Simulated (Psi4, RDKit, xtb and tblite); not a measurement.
Torsional profile of SMILES C(=Cc1ccccn1)c1ccccc1, singlet. Scanned: dihedral C1–C2–C3–N8; all other coordinates were relaxed at GFN2-xTB. Points at φ and −φ are mirror images. Heavy atoms are numbered in the order of the SMILES C(=Cc1ccccn1)c1ccccc1, hydrogens after them in the order of the atoms that carry them; the mirror image has the same energies with the sign of each dihedral reversed. Each profile is relative to its own lowest point.

| φ / ° | A | B | C |
|---|---|---|---|
| -165 | 1.5 | 2.9 | 2.5 |
| -150 | 2.2 | 4.2 | 2.4 |
| -135 | 3.7 | 6.6 | 2.9 |
| -120 | 5.8 | 9.9 | 4.0 |
| -105 | 8.0 | 13.3 | 5.3 |
| -90 | 9.0 | 15.2 | 6.5 |
| -75 | 8.4 | 14.4 | 6.5 |
| -60 | 6.4 | 11.2 | 5.0 |
| -45 | 3.9 | 7.1 | 3.0 |
| -30 | 1.8 | 3.4 | 1.4 |
| -15 | 0.4 | 0.9 | 0.4 |
| 0 | 0.0 | 0.0 | 0.0 |
| 15 | 0.4 | 0.9 | 0.4 |
| 30 | 1.8 | 3.4 | 1.4 |
| 45 | 3.9 | 7.1 | 3.0 |
| 60 | 6.4 | 11.2 | 5.0 |
| 75 | 8.4 | 14.4 | 6.5 |
| 90 | 9.0 | 15.2 | 6.5 |
| 105 | 8.0 | 13.3 | 5.3 |
| 120 | 5.8 | 9.9 | 4.0 |
| 135 | 3.7 | 6.6 | 2.9 |
| 150 | 2.2 | 4.2 | 2.4 |
| 165 | 1.5 | 2.9 | 2.5 |
| 180 | 1.4 | 2.5 | 2.7 |

Energies in mEh.

Question: Match the curves with the methods GFN2-xTB in xtb and tblite; RDKit with MMFF94 // GFN2-xTB; PBE-D3(BJ)/def2-SVP // GFN2-xTB (Psi4 1.11).

Answer: A is GFN2-xTB; B is PBE-D3(BJ)/def2-SVP; C is MMFF94.
